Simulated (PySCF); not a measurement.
Basis-set dependence of SnCl⁺ at CCSD(T)

PySCF, RHF reference; singlet, unpaired electrons none; De to Sn⁺ + Cl without counterpoise correction. Frozen cores follow the default of each basis and core potential.

| basis | relativity | functions | Re (Å) | ωe (cm⁻¹) | De (eV) | frozen orbitals |
| --- | --- | --- | --- | --- | --- | --- |
| def2-SVP | scalar-relativistic core potentials | 44 | 2.298 | 429 | 3.75 | 9 |
| cc-pVDZ-PP/cc-pV(D+d)Z | scalar-relativistic core potentials | 46 | 2.298 | 418 | 3.65 | 9 |
| def2-TZVPPD | scalar-relativistic core potentials | 107 | 2.262 | 433 | 4.08 | 9 |

Problem. How does each smaller set differ from the one with most functions, def2-TZVPPD?

Solution. def2-SVP: +3.6 pm, -0.9 % in ωe, -0.33 eV in De; cc-pVDZ-PP/cc-pV(D+d)Z: +3.6 pm, -3.5 % in ωe, -0.43 eV in De. All at CCSD(T); the set with most functions is neither the basis-set limit nor always the best.

Correlated steps freeze 9 core orbitals. Correlated levels converge slowly with the basis: in double zeta they bind strong bonds too weakly, by up to about 1 eV, and carry superposition errors of some tenths. Spin–orbit coupling is left out, which matters for elements this heavy, above all for dissociation energies. For an ion De counts to the pair picked by the measured ionisation energies or electron affinities, which need not be the lowest pair at this level. Where the molecule has an RHF reference, its open-shell atoms are computed with UHF.
